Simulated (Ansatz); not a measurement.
Program: Ansatz 0.2.0.

`[AlH2][C]1([SiH3])BC1`. The species carries charge 0 and has multiplicity 1. The geometry is a stationary point of PBE0-D4/def2-TZVP.

```xyz
13

Al   -1.899   -0.476    0.321
C    -0.068    0.074    0.089
Si    0.903   -0.964   -1.102
B     0.681    0.490    1.324
C     0.308    1.577    0.330
H    -2.329   -1.952   -0.063
H    -2.929    0.587    0.890
H     0.844   -2.395   -0.705
H     0.375   -0.837   -2.489
H     2.328   -0.528   -1.133
H     1.226    0.145    2.318
H     1.076    2.016   -0.304
H    -0.516    2.260    0.524
```

Problem. What is the dipole moment at PBE/def2-TZVPP? (Estimate.)

Solution. The calculation gave: 0.42 D, with components (-0.10, 0.37, 0.18) D in this frame, pointing from negative to positive charge.

Problem. And with r2SCAN, B3LYP, ωB97M-V? (Best estimate.)

Solution. The calculation gave: r2SCAN 0.48 D, B3LYP 0.44 D, ωB97M-V 0.45 D.

Problem. Give the Mulliken charges with PBE, ωB97M-V, r2SCAN in def2-TZVPP. (Estimate.)

Solution. The calculation gave: 
```tsv
atom	PBE	ωB97M-V	r2SCAN
Al1	0.31	0.36	0.45
C2	0.00	-0.25	-0.17
Si3	0.15	0.14	0.26
B4	-0.10	-0.08	-0.04
C5	-0.21	-0.26	-0.18
H6	-0.11	-0.10	-0.14
H7	-0.11	-0.10	-0.15
H8	-0.05	-0.02	-0.07
H9	-0.06	-0.03	-0.08
H10	-0.06	-0.03	-0.08
H11	0.05	0.14	0.05
H12	0.09	0.11	0.07
H13	0.10	0.11	0.07
```

B3LYP here is the variant with VWN-RPA as its local correlation; programs differ in this.
